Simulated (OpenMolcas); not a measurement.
## Levels of Mg by method

```json
{
  "Program": "OpenMolcas 26.06",
  "Basis": "ANO-RCC-VQZP [6s5p3d2f1g]",
  "Scalar Hamiltonian": "DKH2, point nucleus",
  "Active space": "2 electrons in 8 orbitals (3s 3p 4s 4p)",
  "State averaging": "2S+1 = 3 even, 3 roots (0 in the spin-orbit step); 2S+1 = 1 even, 1 root; 2S+1 = 3 odd, 3 roots; 2S+1 = 1 odd, 3 roots (0 in the spin-orbit step)",
  "Spin-orbit coupling": "RASSI with atomic mean-field integrals over the reference wave functions, term energies averaged over their components"
}
```

Methods on the same reference wave functions:
A. CASSCF
B. SS-CASPT2, IPEA 0.25 Eh, imaginary shift 0.1 Eh (closed shells correlated: 2s 2p)

Energies in cm⁻¹ above 3s² ¹S₀, the measured ground level; measured values from NIST Handbook of Basic Atomic Spectroscopic Data.

```csv
Level,A,B,Measured
3s² ¹S₀,0.0,0.0,0.0
3s 3p ³P°₀,21965,21795,21850
3s 3p ³P°₁,21981,21810,21870
3s 3p ³P°₂,22012,21841,21911
```

Deviations, from unrounded energies. A percentage is the sum of absolute deviations over the sum of measured energies, with the sign that they share, or ± where signs differ.

```json
{"Against measurement": "mean absolute deviation (cm-1)", "Levels": "3", "A": "110", "B": "62"}
{"Against measurement": "other configurations (%)", "Levels": "3", "A": "+0.5", "B": "-0.3"}
```

B lies closest to measurement on these levels. The largest miss of B in the table is 3s 3p ³P°₂, by -70 cm-1. The ranking rests on the paired levels alone, and a cruder setting can come out closer through cancelling errors.

The lowest spin-free term lies below A's lowest term by 0.280 hartree in B.

Active for correlation alone: 4p 4s; no level in the range computed is led by a configuration that fills them, so any true level of that kind is missing. Without dynamic correlation excited terms often stand tens of per cent too high (terms of higher spin than the ground term too low), and those without a measured partner can miss by more than the paired ones (holds for A). Computed and measured levels are paired by configuration, term and J; levels that our copy of the source lacks, or whose pairing is in doubt (as where it misses far off the trend of its configuration), stay unpaired and out of the deviations. Only configurations of the active space appear.

° marks odd parity.
